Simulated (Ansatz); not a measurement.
CoO3F3H6⁻ (relaxed from a model of mer-[CoF3(H2O)3]-, whose bonding it doesn't keep). The state is a quartet with charge -1. Geometry B3LYP-D4/def2-SVPD; atoms count from 1.

```xyz
13

Co   -0.158    0.125    0.358
F    -0.180   -1.559    1.323
F     0.934    0.154   -1.178
F    -0.412    1.778    1.230
O     1.434   -2.618   -0.781
O    -2.292   -0.493    0.345
O     1.090    2.994   -0.835
H     0.927   -2.510    0.043
H     1.432   -1.714   -1.143
H    -2.663    0.138    0.976
H    -1.892   -1.221    0.876
H     0.568    2.829   -0.028
H     1.212    2.095   -1.186
```

In the quartet geometry the species has come apart into loosely held pieces. Another isomer (quartet) lies 0.15 eV lower at PBE0-D4/def2-TZVPD; other spin states weren't run for this one.

Q: Estimate the Mulliken populations from the PBE0/def2-TZVPD orbitals of Ansatz.

A: 
```tsv
atom	charge (e)	spin (α − β)	d electrons
Co1	1.27	2.84	7.21
F2	-0.79	0.04	–
F3	-0.82	0.06	–
F4	-0.82	0.06	–
O5	-0.70	0.00	–
O6	-0.66	0.01	–
O7	-0.70	0.00	–
H8	0.35	0.00	–
H9	0.35	0.00	–
H10	0.35	0.00	–
H11	0.46	0.00	–
H12	0.37	0.00	–
H13	0.34	0.00	–
```
Mulliken values depend strongly on the basis. With diffuse functions, as here, like atoms can get unlike values, and bond orders can come out too low or too high.

Q: Where does the spin sit?

A: Summed by element: Co 2.84, F 0.16, O 0.01, H -0.01, of 3 unpaired in all. Largest on single atoms: Co1 2.84, F4 0.06, F3 0.06.

Q: And the Mayer bond orders between heavy atoms (over 0.3)?

A: Co1–F3 0.30 (1.89 Å); Co1–F4 0.32 (1.89 Å).
